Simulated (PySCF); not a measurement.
## V(11+) (vanadium, charge +11): Hartree-Fock from Schrödinger to Dirac-Coulomb-Breit

Occupied: 1s1/2, 2s1/2, 2p1/2, 2p3/2, 3s1/2. Hartree-Fock calculated with PySCF 2.14 in an uncontracted even-tempered set (21 s from 0.32 bohr⁻², ratio 2.3; 15 p from 0.38 bohr⁻², ratio 2.3), Gaussian nucleus throughout. NR is non-relativistic, sf-X2C the spin-free one-electron X2C Hamiltonian, X2C adds the bare one-electron spin-orbit term, X2C-SNSO screens it by Boettger's factors, DC is four-component Dirac-Coulomb, and the Gaunt and Breit terms are added at first order (total energies over the DC spinors, levels after relaxing the spinors in that mean field). QED terms are absent. Levels marked empty are virtual spinors of this ion; the basis has s and p functions only, so 3d, which can lie below the n = 4 levels, is absent.

| level (eV) | NR | sf-X2C | X2C | X2C-SNSO |
| --- | --- | --- | --- | --- |
| 1s1/2 | -5776.0 | -5813.8 | -5813.8 | -5813.8 |
| 2s1/2 | -926.79 | -934.94 | -934.93 | -934.93 |
| 2p1/2 | -822.82 | -824.20 | -829.72 | -829.23 |
| 2p3/2 | -822.82 | -824.20 | -821.50 | -821.73 |
| 3s1/2 | -303.96 | -305.77 | -305.77 | -305.77 |
| 3p1/2 (empty) | -253.32 | -253.73 | -254.66 | -254.58 |
| 3p3/2 (empty) | -253.32 | -253.73 | -253.27 | -253.31 |
| 4s1/2 (empty) | -137.90 | -138.50 | -138.50 | -138.50 |

Q: Where do the four-component calculations put these levels?

A: 1s1/2: DC -5816.0, DC+Gaunt -5810.7, DC+Breit -5811.0; 2s1/2: DC -935.12, DC+Gaunt -934.75, DC+Breit -934.77; 2p1/2: DC -829.25, DC+Gaunt -828.58, DC+Breit -828.65; 2p3/2: DC -821.85, DC+Gaunt -821.39, DC+Breit -821.46; 3s1/2: DC -305.80, DC+Gaunt -305.72, DC+Breit -305.73; 3p1/2 (empty): DC -254.58, DC+Gaunt -254.46, DC+Breit -254.48; 3p3/2 (empty): DC -253.32, DC+Gaunt -253.25, DC+Breit -253.26; 4s1/2 (empty): DC -138.52, DC+Gaunt -138.49, DC+Breit -138.49 (eV).

```tsv
Hamiltonian	E (hartree)	E − E(DC) (hartree)	CPU seconds
NR	-895.4508	5.3466	0.73
sf-X2C	-900.6769	0.1205	0.41
X2C	-900.6869	0.1105	0.52
X2C-SNSO	-900.6853	0.1122	0.53
DC	-900.7974	0.0000	22
DC+Gaunt	-900.4746	0.3228	42
DC+Breit	-900.5006	0.2969	130
```

Weight of the small component: 1s1/2 0.00681, 2s1/2 0.00125, 2p1/2 0.00120, 2p3/2 0.00119, 3s1/2 0.000348, 3p1/2 0.000316, 3p3/2 0.000314, 4s1/2 0.000148.

Koopmans' value for the highest occupied level at DC+Breit: 305.73 eV, against an ionisation energy of 308.5 ± 0.3 eV (semi-empirical (NIST evaluation); NIST Atomic Spectra Database, ionization energies); the former lacks relaxation, correlation, QED and recoil.

The whole ladder took 200 s of wall time on 1 thread of Neoverse-N1 (shared host), launched as `OMP_NUM_THREADS=1 python relrun2.py TASK.json OUT` (a driver that calls PySCF for each Hamiltonian).
